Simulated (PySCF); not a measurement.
Si(H)(vinyl)(NH2)2 (C2H8N2Si), SMILES C=C[SiH](N)N.

Coordinates come from a r2SCAN-D4/def2-SVP optimisation. The values are those of a single conformer.

Two levels are set side by side: TDA-PBE/def2-SVPD (PySCF) and TDA-LC-ωPBE/def2-SVPD (PySCF). Vertical, same geometry. The lowest singlet is HOMO→LUMO 99 % with PBE and HOMO→LUMO 60 %, HOMO−3→LUMO 20 % with the other functional; states are paired by order. Differences are taken from unrounded values.

```
quantity                               TDA-LC-ωPBE  TDA-PBE  TDA-PBE minus TDA-LC-ωPBE
-------------------------------------  -----------  -------  -------------------------
lowest singlet excitation (eV)                6.52     4.40                      -2.12
lowest triplet excitation (TDA) (eV)          4.04     4.27                       0.22
first bright state (f over 0.05) (eV)         7.78     6.59                      -1.19
its oscillator strength                       0.54     0.06                      -0.47
```

Functionals without exact exchange tend to place singlet excitations lower, as here. Differences between two approximate levels are no errors against the true value.

Rough cost on one machine, each run with all the roots and properties that it gave: TDA-LC-ωPBE against TDA-PBE about 3 times.
